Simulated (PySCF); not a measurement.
## Fractional electron number in Yb²⁺ (ytterbium, charge +2)

The 4f beta orbital of [Xe] 4f14 is emptied in steps (occupation f), with all orbitals relaxed, ending at [Xe] 4f13. Computed with PySCF 2.14 in def2-SVP with the def2 core potential (28 electrons) (10s7p4d3f1g, 81 functions), with a scalar-relativistic core potential. The exact energy is a straight line in f; departures are measured from the line between the end points of the same method.

| f | UHF (eV) |
| --- | --- |
| 1 | 0.000 |
| 0.8 | 1.174 |
| 0.6 | 1.709 |
| 0.4 | 1.658 |
| 0.2 | 1.071 |
| 0 | 0.000 |

**Question.** For UHF, how does the orbital energy at f = 1 compare with the removal energy?

**Answer.** −ε = 28.551 eV against a total-energy difference of 21.004 eV. By Janak's theorem ε = ∂E/∂f, so the gap between them reflects the curvature. Along the path −ε is 25.235 (f = 0.8), 22.172 (f = 0.6), 19.365 (f = 0.4), 16.817 (f = 0.2) eV.

Reference removal energy between the ground levels: 25.053 ± 0.025 eV (semi-empirical (NIST evaluation); NIST Atomic Spectra Database, ionization energies). The calculation has no spin-orbit coupling. UHF lacks correlation.
